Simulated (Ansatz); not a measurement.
Ideal-gas functions of CH$_{5}$GeS, SMILES `[CH3][GeH][SH]` radical at 400 K and 1 bar, from an Ansatz frequency run at PBE0-D4/def2-TZVP.

Molar mass 121.73 g/mol, point group C1 (symmetry number 1), electronic degeneracy 2, moments of inertia 43.903, 156.219, 191.757 u Å². Harmonic wavenumbers (cm⁻¹, unscaled): 121, 143, 212, 397, 502, 577, 580, 776, 783, 844, 1237, 1441, 1448, 2072, 2713, 3058, 3153, 3164.

Use S(trans) = R[1.5 ln M + 2.5 ln T − 1.1517]; rotational temperatures θ = 24.2544 K / I; S(rot) = R[ln(√π/σ · √(T³/θAθBθC)) + 1.5]; for each mode x = 1.438777 ν̃/T, S = R[x/(eˣ − 1) − ln(1 − e⁻ˣ)] and H = RT x/(eˣ − 1); 1 cm⁻¹ = 0.0119627 kJ/mol; R = 8.31446 J/(mol·K).

**Question.** By hand: the entropy, in J/(mol·K).

**Answer.** Translation 174.9. Rotation: θ = 0.5525, 0.1553, 0.1265 K, giving 110.8. Vibration, mode by mode: 15.30, 13.93, 10.77, 6.02, 4.45, 3.59, 3.56, 2.04, 2.00, 1.68, 0.54, 0.29, 0.28, 0.04, 0.01, 0.00, 0.00, 0.00, in all 64.5. Electronic 5.8. Sum 356.0 J/(mol·K).

**Question.** By hand: H − E and G − E in kJ/mol, counted from the electronic energy.

**Answer.** Zero-point energy ½ × 23221 × 0.0119627 = 138.9; thermal vibration 14.2; translation, rotation and pV give 4 RT = 13.3. H − E = 166.4 kJ/mol, and G − E = 166.4 − 400 × 356.0/1000 = 24.0 kJ/mol.

Vibration gives 18 % of the entropy, 29.2 J/(mol·K) of it from the modes under 150 cm⁻¹: soft modes count most, and the harmonic formula is weakest for them. The sum counts one conformer and one mirror image; others add a mixing term.
